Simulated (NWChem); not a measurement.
Species: CoHOCl, quartet; SMILES [OH][Co][Cl]

```xyz
4

Co     0.0897     0.4026     0.0435
Cl    -0.1138    -1.7197    -0.0606
O      0.3005     2.1152     0.1684
H     -0.2800     2.8148    -0.1568
```
Atoms are numbered in this order, from 1.

Level: B3LYP/6-31G* (spherical d), spin-unrestricted (NWChem), optimised geometry, unscaled harmonic frequencies. This spin state was assumed; another may lie lower.

| frequency (cm⁻¹) | IR intensity (km/mol) |
|---|---|
| 87 | 17.2 |
| 88 | 15.5 |
| 398 | 28.1 |
| 529 | 213.4 |
| 772 | 119.8 |
| 3831 | 103.0 |

```yaml
zero_point_energy: 8.2 kcal/mol
thermal correction to the enthalpy at 298.15 K (with zero-point energy): 11.9 kcal/mol
heat capacity Cv: 13.2 cal/(mol K)
"entropy at 298.15 K and 1 atm (symmetry number 1, electronic part: spin degeneracy alone)": 73.4 cal/(mol K)
dipole_moment: 2.99 D
```

Rigid rotor and harmonic oscillator; modes under 100 cm⁻¹ make the entropy uncertain.
